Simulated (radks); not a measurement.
Results of a calculation; reference values are marked as such.
Ni IV, 25 electrons, occupied as [Ar] 3d7. Level of theory: scalar-relativistic Kohn-Sham, PBE, spin-polarised, spherical densities, finite nucleus; open shells are filled with parallel spins first; Fermi nuclear charge, rms radius 3.7757 fm (a radial shooting solver on a logarithmic mesh with Libxc functionals).

Local quantities along the radius. ELF = 1/(1 + alpha^2) is the electron localisation function; alpha = (tau - tau_W)/tau_unif compares the Pauli kinetic energy density with that of the uniform gas (summed over spins). tau is taken from the large components.

```
   r/bohr * ELF (the largest magnitude, 1, reaches the edge; | marks zero)
 0.003256 |                                                      *
  0.00414 |                                                      *
 0.005263 |                                                      *
  0.00669 |                                                      *
 0.008505 |                                                      *
  0.01081 |                                                      *
  0.01374 |                                                      *
  0.01747 |                                                      *
  0.02221 |                                                      *
  0.02824 |                                                     *
   0.0359 |                                                    *
  0.04563 |                                              *
  0.05801 |                                *
  0.07375 |                 *
    0.093 |               *
   0.1182 |                          *
   0.1503 |                                       *
   0.1911 |                                            *
   0.2429 |                                       *
   0.3088 |                  *
   0.3925 |          *
    0.499 |                          *
   0.6344 |                                        *
   0.8064 |                                          *
    1.025 |                                   *
    1.303 |                    *
    1.657 |      *
    2.106 | *
    2.677 *
    3.404 *
```

On this mesh the ELF has minima near r = 0.082, 0.39 bohr, which separate the shells, and maxima near 0.19 (0.82), 0.72 (0.78).
